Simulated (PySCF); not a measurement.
Compound: C₅H₅BrS.
Cartesian coordinates in Å at the BHandHLYP/cc-pVDZ level; atoms count from 1:
```
atom  x, y, z in Å
S1     3.756   -0.122   -0.235
C2     2.132   -0.155   -0.332
C3     1.241    0.298    0.706
C4    -0.107    0.283    0.652
C5    -0.921   -0.187   -0.446
C6    -2.254   -0.197   -0.488
Br7   -3.391    0.405    0.889
H8     1.671   -0.545   -1.240
H9     1.721    0.682    1.599
H10   -0.648    0.658    1.514
H11   -0.429   -0.573   -1.333
H12   -2.803   -0.563   -1.344
```

Computed with PySCF, BHandHLYP/cc-pVDZ geometry optimisation, gas phase.

Masses are those of the commonest isotopes; rigid-rotor values at the optimised geometry. The values belong to one conformer with, in the numbering `[S:1]=[CH:2]/[CH:3]=[CH:4]\[CH:5]=[CH:6]/[Br:7]`, S1–C2–C3–C4 180°, C3–C4–C5–C6 180°.

Problem. What are A, B and C (MHz)?

Solution. Ia = 50.27, Ib = 1427.35, Ic = 1477.62 u·Å²; 505379 MHz·u·Å²/I gives A = 10053, B = 354.1, C = 342.0 MHz.

Problem. What kind of rotor is it?

Solution. A near-prolate asymmetric top. Ray's parameter κ = (2B − A − C)/(A − C) = -0.998; −1 is the prolate and +1 the oblate limit.

Problem. Is it planar, by Δ = Ic − Ia − Ib?

Solution. Planar: Δ = Ic − Ia − Ib = 0.00 u·Å². For a rigid frame Δ = −2 Σ m c², so it vanishes when all atoms lie in the ab plane; here none is more than 0.01 Å from it.

Problem. Where do the levels up to J = 3 lie, in cm⁻¹?

Solution. Above 0(0,0):
J = 1: 1(0,1) 0.0232, 1(1,1) 0.3467, 1(1,0) 0.3471
J = 2: 2(0,2) 0.0697, 2(1,2) 0.3928, 2(1,1) 0.3940, 2(2,1) 1.3645, 2(2,0) 1.3645
J = 3: 3(0,3) 0.1393, 3(1,3) 0.4618, 3(1,2) 0.4642, 3(2,2) 1.4342, 3(2,1) 1.4342, 3(3,1) 3.0528, 3(3,0) 3.0528

Problem. Which lines would a microwave search look for?

Solution. The dipole components are |μa| = 2.48 D, |μb| = 1.09 D, |μc| = 0.00 D; the mirror of this Cs structure is the ab plane, so μc vanishes by symmetry and there are no c-type lines. The squared components, which scale the intensities, stand as 1.00 : 0.19 (a : b). Some lines, for components of 0.1 D or more:

```tsv
type	branch	J(Ka,Kc)	MHz	lower level (cm⁻¹)
a	R	1(0,1) ← 0(0,0)	696	0.000
a	R	2(1,2) ← 1(1,1)	1380	0.347
a	R	2(0,2) ← 1(0,1)	1392	0.023
a	R	2(1,1) ← 1(1,0)	1404	0.347
a	R	3(1,3) ← 2(1,2)	2070	0.393
a	R	3(0,3) ← 2(0,2)	2088	0.070
a	R	3(2,2) ← 2(2,1)	2088	1.365
a	R	3(2,1) ← 2(2,0)	2088	1.365
a	R	3(1,2) ← 2(1,1)	2106	0.394
b	Q	1(1,0) ← 1(0,1)	9711	0.023
b	R	1(1,1) ← 0(0,0)	10395	0.000
b	R	2(1,2) ← 1(0,1)	11079	0.023
b	Q	3(2,1) ← 3(1,2)	29079	0.464
b	Q	2(2,0) ← 2(1,1)	29097	0.394
b	Q	2(2,1) ← 2(1,2)	29133	0.393
b	R	2(2,1) ← 1(1,0)	30501	0.347
b	R	2(2,0) ← 1(1,1)	30513	0.347
b	R	3(2,1) ← 2(1,2)	31221	0.393
b	Q	3(3,0) ← 3(2,1)	48525	1.434
b	Q	3(3,1) ← 3(2,2)	48525	1.434
b	R	3(3,1) ← 2(2,0)	50613	1.365
b	R	3(3,0) ← 2(2,1)	50613	1.365
```

Problem. Estimate the classical rotational partition function at 25 K, 100 K and 200 K.

Solution. Point group Cs, symmetry number σ = 1; q = (√π/σ)·√((kT/h)³/(ABC)), k/h = 20836.6 MHz/K: 19100 at 25 K, 153000 at 100 K, 432000 at 200 K.

Whether it is a minimum is left open (no frequencies). Constants of a rigid frame at the computed geometry: no zero-point averaging, no centrifugal distortion. Quadrupole hyperfine structure (79Br) is left out.
